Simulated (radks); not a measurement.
Values are calculated unless marked as measured or tabulated.
All-electron atom: H- in [He]. Code: a radial shooting solver on a logarithmic mesh with Libxc functionals. Model: non-relativistic Kohn-Sham, r2SCAN, spin-unpolarised, spherical densities, point nucleus; meta-GGA in the generalised Kohn-Sham scheme; Watson sphere of charge +1 and radius 2.73 bohr.

Normalised radial functions P(r) = r R(r), r in bohr:

r	1s
0.08794	0.1249
0.1118	0.1550
0.1421	0.1913
0.1821	0.2356
0.2315	0.2854
0.2943	0.3413
0.3741	0.4018
0.4756	0.4640
0.6046	0.5233
0.7686	0.5739
0.9771	0.6091
1.242	0.6225
1.579	0.6090
2.007	0.5654
2.572	0.4857
3.27	0.3723
4.157	0.2430
5.285	0.1302
6.719	0.0548

1s: eigenvalue -5.743 eV, 0 radial nodes, <r> = 1.99 bohr, 90 % of the charge inside 3.57 bohr.
